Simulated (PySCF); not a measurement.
Stretching RbCd⁺

Set-up: Rb def2-SVP with ECP28, Cd def2-SVP with ECP28; scalar-relativistic core potentials (PySCF 2.14). Energies in eV from Rb⁺ + Cd in their ground configurations at the same level. All curves are PBE0. state 1: ¹Σ⁺ (singlet), closed shell; state 2: ³Σ⁺ (triplet), unpaired electrons σ ↑↑, a second solution, started from another occupation.

```csv
R (Å),state 1,state 2
3.321,-0.0917,3.7422
3.476,-0.1531,3.5844
3.630,-0.1843,3.4695
3.746,-0.1941,3.4048
3.862,-0.1961,3.3546
3.978,-0.1925,3.3161
4.132,-0.1824,3.2793
4.325,-0.1652,3.2514
4.557,-0.1426,3.2374
4.866,-0.1143,3.2413
```

Problem. Put a parabola through the three lowest points of the state 1 curve and estimate Re, k and ωe (reduced mass 48.65 u; 1 eV/Å² = 0.16022 mdyn/Å; ωe = 1302.8·√(k/μ) cm⁻¹).

Solution. Through R = 3.746, 3.862, 3.978 Å the second-order coefficient is 0.208 eV/Å², so Re ≈ 3.845 Å, k ≈ 0.0667 mdyn/Å and ωe ≈ 48 cm⁻¹. A polynomial fit of higher order to the unrounded PBE0 energies gives Re = 3.839 Å, k = 0.0699 mdyn/Å, ωe = 49.4 cm⁻¹; anharmonicity and rounding make the difference.

The higher-order fit for each curve: state 1: Re = 3.839 Å, ωe = 49.4 cm⁻¹, De = 0.196 eV; state 2: Re = 4.651 Å, ωe = 36.5 cm⁻¹, minimum 3.24 eV above the ground-state fragments.

Closed-shell solutions of metal pairs were not tested for spin polarisation, which can lower them a little. The bond is weak. Basis-set superposition, not corrected here, can be much of De in a small basis, most of all at correlated wavefunction levels. For an ion De counts to the pair picked by the measured ionisation energies or electron affinities, which need not be the lowest pair at this level. Counting both spins, an empty level lies below a filled one in some of these solutions, because spin and occupation are held.
